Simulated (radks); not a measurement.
The nuclear charge of the iodine ion I2+ is varied continuously with 51 electrons held in [Kr] 4d10 5s2 5p3. All-electron calculation, Dirac Kohn-Sham, BLYP, spin-unpolarised, spherical densities, finite nucleus; open shells fill j = l - 1/2 first; Fermi nuclear charge, rms radius 4.75 fm. Program: a radial shooting solver on a logarithmic mesh with Libxc functionals. By the Hellmann-Feynman theorem dE/dZ = E(electron-nucleus)/Z, the electronic potential at the nucleus (averaged over a nucleus of fixed radius).

| Z | E (hartree) | E(electron-nucleus)/Z (hartree) | HOMO | e(HOMO) (eV) | <r> HOMO (bohr) |
|---|---|---|---|---|---|
| 52.5 | -6956.59304 | -321.447 | 5p3/2 | -18.234 | 2.374 |
| 52.75 | -7037.22044 | -323.573 | 5p3/2 | -20.958 | 2.307 |
| 53 | -7118.37953 | -325.700 | 5p3/2 | -23.788 | 2.245 |
| 53.25 | -7200.07078 | -327.830 | 5p3/2 | -26.720 | 2.188 |
| 53.5 | -7282.29469 | -329.962 | 5p3/2 | -29.751 | 2.135 |
| 53.75 | -7365.05178 | -332.095 | 5p3/2 | -32.879 | 2.086 |
| 54 | -7448.34261 | -334.232 | 5p3/2 | -36.102 | 2.040 |

The central difference of E at Z = 53 is -325.701 hartree, to compare with the third column; the second derivative is -8.51 hartree.
